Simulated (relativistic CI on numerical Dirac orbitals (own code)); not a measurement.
# Hf XXXVII: q coefficients and field-shift factors

Method of calculation: Dirac-Coulomb-Breit CI, KLI orbitals optimised for each configuration, derivatives by finite differences, unscaled Slater integrals, QED left out (own radial code, finite nucleus).

Configuration list (outside the closed core [Ar] 3d10): 4s2.4p6, 4s2.4p5.4d, 4s.4p6.4d, 4s2.4p5.4f, 4s.4p6.4f, 4p6.4d2, 4p5.4d3, 4p5.4d2.4f. Double excitations out of closed p, d and f shells are left out; levels of such configurations are missing from the list, as are those of other unlisted configurations, and high levels can miss mixing partners.

With x = (α/α₀)² − 1 an excitation energy changes as ω = ω₀ + qx; K = 2q/ω₀ is the relative enhancement. Terms are leading LS components, so labels can repeat. The field-shift factor is F = δν/δ⟨r²⟩ for the transition from the lowest level.

Lowest level 4s2.4p6 1S_0.

```
           Level  ω₀ (cm⁻¹)  q (cm⁻¹)       K  F (GHz/fm²)
4s2.4p5.4d 3P°_0    1142799     43450   0.076         8.45
4s2.4p5.4d 3P°_1    1177272     55300  0.0939         8.72
4s2.4p5.4d 3F°_3    1201927     45790  0.0762          7.5
4s2.4p5.4d 3D°_2    1213061     47260  0.0779         8.36
4s2.4p5.4d 3F°_4    1306380    180000   0.276         10.2
4s2.4p5.4d 1D°_2    1326415    181600   0.274         11.4
4s2.4p5.4d 3D°_3    1370127    179500   0.262         12.1
4s2.4p5.4d 3D°_1    1491082    227900   0.306          3.6
4s2.4p5.4d 3F°_2    1823846    804800   0.883        -86.4
4s2.4p5.4d 3P°_2    1963658    940100   0.958        -81.4
4s2.4p5.4d 3F°_3    1982729    942300   0.951        -82.8
4s2.4p5.4d 1P°_1    2007666    756300   0.753        -75.5
  4s.4p6.4d 3D_1    2609910    634000   0.486         -999
```

At this charge energies of transitions that change n are usually good to better than 1 %, and those within a shell (Δn = 0) to a few per cent.
